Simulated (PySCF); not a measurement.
Two-component Hartree-Fock for Zr³⁵⁺ (zirconium, charge +35)

Start: [He] 2s2 2p1; 2p1/2 filled at m_j = +1/2. Calculated with PySCF 2.14 in an uncontracted even-tempered set (17 s from 15 bohr⁻², ratio 2.4; 12 p from 19 bohr⁻², ratio 2.4; 5 d from 64 bohr⁻², ratio 2.6; 4 f from 95 bohr⁻², ratio 2.6): generalised Hartree-Fock with the X2C-1e Hamiltonian and a Gaussian nucleus; one run each with spin-orbit coupling (SO) switched off, then screened by Boettger's factors.

```
spinor shell  electrons  ε, spin-free (eV)  ε, screened SO (eV)  weight of nominal j (screened SO)  rms radius, screened SO (bohr)
       1s1/2          2           -20865.8             -20861.5                              1.000                          0.0423
       2s1/2          2            -4831.2              -4829.9                              1.000                           0.165
       2p1/2          1            -4685.1              -4752.8                              1.000                           0.141
```

```csv
quantity,spin-free,screened SO
E (hartree),-2154.10099,-2156.58926
M_J,1/2,1/2
⟨J²⟩,0.750,0.750
⟨L²⟩,2.000,2.000
⟨S²⟩,0.750,0.750
```

Each row is a mean over spinors that exchange with the open shell spreads, by up to 10.549 eV (2s1/2).

Breit and QED terms are absent; they matter most for the inner s and p1/2 levels.

Densities and radii are taken from the X2C orbitals without a picture-change correction, which distorts them close to the nucleus.

Without spin-orbit coupling the j labels of p, d and f shells carry no meaning; the spin-free column gives the mean over the occupied spinors of each nl shell.
